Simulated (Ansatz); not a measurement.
```yaml
crystal:
  periodic: [false, false, false]
  atoms:
    - {symbol: B, position_ang: [-1.146923, 1.222688, -0.413469]}
    - {symbol: Sn, position_ang: [0.606650, -0.140433, -0.089390]}
    - {symbol: O, position_ang: [0.140765, -1.305088, 1.415504]}
    - {symbol: F, position_ang: [0.753171, -1.365773, -1.575912]}
    - {symbol: H, position_ang: [-1.614690, 1.336245, -1.502091]}
    - {symbol: H, position_ang: [-1.596749, 1.831594, 0.505848]}
    - {symbol: H, position_ang: [2.213731, 0.415410, 0.086289]}
    - {symbol: H, position_ang: [0.736145, -2.051643, 1.517522]}
basis:
  gaussian: {orbitals: STO-3G, fitting: {mean_field: cc-pVTZ-jkfit}}
hamiltonian: {xc: {name: CAM-B3LYP}}
output: {forces: true}
```

```sh
$ ansatz run in.yaml --threads 2 --pin off --events-out ev --progress --plain --max-ram 4352MiB
```

(1) How does Ansatz answer? (Estimate.)

## Answers

(1) The calculation gave: The input was rejected before any iteration.
```
Functional definition: CAM-B3LYP
Error: <dir> the basis set cc-pVTZ-JKFIT has no functions for Sn
```
